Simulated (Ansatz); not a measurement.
The cluster AlGa2⁻, relaxed as a triplet with UKS B3LYP-D4/def2-TZVPD in Ansatz, starting from the B3LYP-D4/def2-TZVPD geometry of the charge -1 singlet. Force threshold 0.02 eV/Å.

The highest occupied level of the charge -1 triplet lies above zero (up to 0.21 eV). The electron is either unbound and held by the finite basis, or the level is raised by self-interaction error. At B3LYP-D4/def2-TZVPD a singlet of charge -1 lies 0.23 eV below the triplet, each at its own geometry. The structure comes from a short search, and lower isomers may exist.

Start:

```xyz
3

Al   -0.043   -0.309   -1.434
Ga    0.363    1.332    0.453
Ga   -0.321   -1.023    0.981
```

(1) Estimate the energy that the relaxation releases and the steps that it takes.

(2) Does the start keep its bonding and symmetry?

(3) Predict the relaxed structure.

Answers

(1) 8.0 kJ/mol, in 4 steps; 13 s on 4 threads of Arm Neoverse V1 on a shared host. No frequencies were taken in this run, so the end may be a saddle point.

(2) By distances, no bond broke or formed. The bond that changes most is Ga2–Ga3, from 2.51 to 2.79 Å (atoms count from 1). Point group C2v at the start, C2v at the end, both within 0.05 Å.

(3) 
```xyz
3

Al   -0.0406   -0.2940   -1.3639
Ga    0.4009    1.4575    0.3881
Ga   -0.3603   -1.1635    0.9758
```
Bond lengths (bridged metal pairs left out): 2 × Al–Ga 2.52 Å; 1 × Ga–Ga 2.79 Å.
